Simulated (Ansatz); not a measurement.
Born–Oppenheimer molecular dynamics of C$_{2}$H$_{8}$O$_{3}$Si (14 atoms, charge 0, multiplicity 1). It starts from a relaxed structure.

These are results of RKS PBE0-D4/6-31G (Ansatz 0.2.0), not measurements.

```json
{
 "ensemble": "NVT, Nosé–Hoover chain",
 "time step": "1 fs",
 "steps asked": "150",
 "set temperature": "1000 K",
 "thermostat": "time constant 100 fs, chain length 3",
 "seed": "130399"
}
```

First frame:

```xyz
14
Properties=species:S:1:pos:R:3
Si -0.011 -0.044 0.073
O -0.324 -0.153 1.750
H -0.264 0.568 2.389
H 1.417 0.147 -0.279
O -0.820 1.293 -0.610
C -2.230 1.387 -0.884
H -2.820 1.334 0.038
H -2.401 2.352 -1.363
H -2.548 0.587 -1.562
O -0.562 -1.525 -0.542
C -1.551 -2.401 0.033
H -1.508 -2.380 1.127
H -2.555 -2.109 -0.296
H -1.337 -3.409 -0.327
```

(1) How far do the bonds stretch over the last three quarters of this one trajectory? (Pairs bonded in most of those frames.)

Answers

(1) 
```csv
bond,mean (Å),spread (Å),shortest,longest
Si1–O2,1.710,0.013,1.69,1.75
Si1–H4,1.504,0.041,1.44,1.58
Si1–O5,1.716,0.035,1.66,1.78
Si1–O10,1.694,0.032,1.64,1.78
O2–H3,0.971,0.028,0.93,1.02
O5–C6,1.459,0.021,1.42,1.49
C6–H7,1.105,0.031,1.05,1.18
C6–H8,1.105,0.033,1.03,1.17
C6–H9,1.114,0.058,1.01,1.23
O10–C11,1.437,0.017,1.41,1.48
C11–H12,1.096,0.019,1.06,1.13
C11–H13,1.099,0.035,1.03,1.17
C11–H14,1.097,0.018,1.06,1.13
```

Mean temperature of the second half: 859 K. The conserved energy stayed within 1.9 meV per atom of its start (net change 1.6 meV per atom), so the integration is sound. The mean temperature of the second half is 14 % below the set value. A run of 0.15 ps of so small a system gives no equilibrium averages. Limits of this set-up: no polarisation functions.

The run took 7.2 min on 1 thread of Intel(R) Xeon(R) 6975P-C (Granite Rapids), with other jobs on the host, peak memory 0.19 GiB.
